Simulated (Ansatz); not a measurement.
Relaxation of C2H6BFS (11 atoms, charge 0, multiplicity 1), to a largest force component of 0.015 eV/Å in at most 40 steps.

Computed with RKS PBE-D4/6-31G* (Ansatz).

```xyz
11
Properties=species:S:1:pos:R:3:forces:R:3
C -1.054 0.828 -0.380 -0.24 2.47 -0.91
B 0.108 -0.153 -0.330 0.67 -0.55 0.18
S 1.204 -0.365 -1.839 -0.84 -1.52 -0.91
C 0.449 -0.985 0.987 -3.40 -0.86 -0.97
F 0.632 -0.147 2.028 0.56 1.40 1.71
H -0.978 1.661 0.393 -0.05 -0.88 -0.36
H -1.108 1.367 -1.381 -0.01 -0.51 0.88
H -2.016 0.344 -0.230 -0.58 -0.31 0.32
H 0.311 -1.398 -2.354 1.06 1.34 0.59
H 1.249 -1.664 0.868 1.41 -1.08 0.06
H -0.530 -1.608 1.243 1.42 0.50 -0.59
```

Q: Where does it end, and by what steps?

A: The forces met the threshold. The force dipped under the threshold on the way, but the program's further checks kept it going. After 18 steps the energy has fallen by 1.287 eV; S3 moved furthest, 1.00 Å.

| step | energy less start (eV) | largest force component (eV/Å) | accepted |
| --- | --- | --- | --- |
| 0 | 0.0000 | 3.405 | yes |
| 1 | -0.3791 | 1.095 | yes |
| 2 | -0.5545 | 0.556 | yes |
| 3 | -0.7246 | 1.106 | yes |
| 4 | -0.9118 | 1.661 | yes |
| 5 | -1.0844 | 1.523 | yes |
| 6 | -1.2312 | 0.522 | yes |
| 7 | -1.2380 | 0.454 | yes |
| 8 | -1.2663 | 0.269 | yes |
| 9 | -1.2829 | 0.055 | yes |
| 10 | -1.2843 | 0.115 | yes |
| 11 | -1.2855 | 0.091 | yes |
| 12 | -1.2859 | 0.084 | yes |
| 13 | -1.2865 | 0.022 | yes |
| 14 | -1.2867 | 0.009 | yes |
| 15 | -1.2868 | 0.017 | yes |
| 16 | -1.2868 | 0.014 | yes |
| 17 | -1.2868 | 0.021 | yes |
| 18 | -1.2869 | 0.013 | yes |

```xyz
11
Properties=species:S:1:pos:R:3
C -0.952 0.829 -0.448
B 0.032 -0.388 -0.343
S 0.743 -1.250 -1.769
C 0.436 -0.969 1.080
F -0.098 -0.193 2.123
H -0.655 1.618 0.266
H -1.060 1.267 -1.454
H -1.953 0.499 -0.107
H 0.165 -0.504 -2.750
H 1.538 -1.017 1.209
H 0.071 -2.012 1.199
```

Whether the end is a true minimum wasn't checked by a vibrational analysis.

The run took 72 s on 1 thread of Arm Neoverse V1, with other jobs on the host, peak memory 0.14 GiB.
